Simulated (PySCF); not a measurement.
## Telling isomers of C9H7P apart by NMR

Computational details: geometry: GFN2-xTB, σ from GIAO-PBE0/pcSseg-1, in PySCF 2.14 (isolated molecule, non-relativistic, one conformer, rapidly exchanging positions averaged).

Referencing at the same level of theory: $^{1}$H (σ = 31.72 ppm) and $^{13}$C (σ = 186.93 ppm) against TMS. Splittings of carbon signals by F and P are missing where no couplings were computed. Where no couplings were computed, multiplicities follow the n + 1 count of equivalent neighbours, and m marks all less simple cases (inequivalent or close neighbours, rings, F or P nearby). Shifts are as computed. Against solution values, carbons near 30 ppm lie about +3 ppm off and those near 130 ppm about +5 ppm. Of 1211 compounds with measured shifts, 218 miss one by over three times the rms of a fit or turn the order of signals round; such compounds aren't used in these exercises.

(1) Tabulate the signals of `c1ccc2pcccc2c1`, `c1ccc2cpccc2c1` and their relative energies.

(2) What is the quickest way to tell c1ccc2pcccc2c1 from c1ccc2cpccc2c1?

Results:

(1) 
```json
{"SMILES": "c1ccc2pcccc2c1", "carbon types": "2×C 7×CH", "δC": "170.0, 160.9, 140.9, 138.8, 137.9, 136.7, 134.2, 134.0, 129.6", "δH": "9.65 (m, 1H), 8.76 (m, 1H), 8.33 (m, 1H), 8.25 (m, 1H), 8.25 (m, 1H), 8.07 (m, 1H), 7.89 (m, 1H)", "E rel. (kcal/mol)": "0.0"}
{"SMILES": "c1ccc2cpccc2c1", "carbon types": "2×C 7×CH", "δC": "172.4, 153.3, 141.2, 139.5, 136.8, 136.6, 134.5, 132.9, 132.8", "δH": "9.97 (m, 1H), 8.95 (m, 1H), 8.73 (m, 1H), 8.23 (d, 1H), 8.13 (m, 1H), 7.96 (m, 1H), 7.92 (m, 1H)", "E rel. (kcal/mol)": "0.2"}
```

Energies are electronic energies at PBE0/pcSseg-1 on these geometries, without zero-point or thermal terms, each for the one conformer computed, which needn't be the lowest.

(2) Both give the same number of carbon signals, with the same numbers of each carbon type, so the positions decide. The first has a ring-fusion aromatic carbon (C) at 160.9 ppm, the second an aromatic CH at 153.3 ppm. Their most deshielded carbons lie at 170.0 and 172.4 ppm.
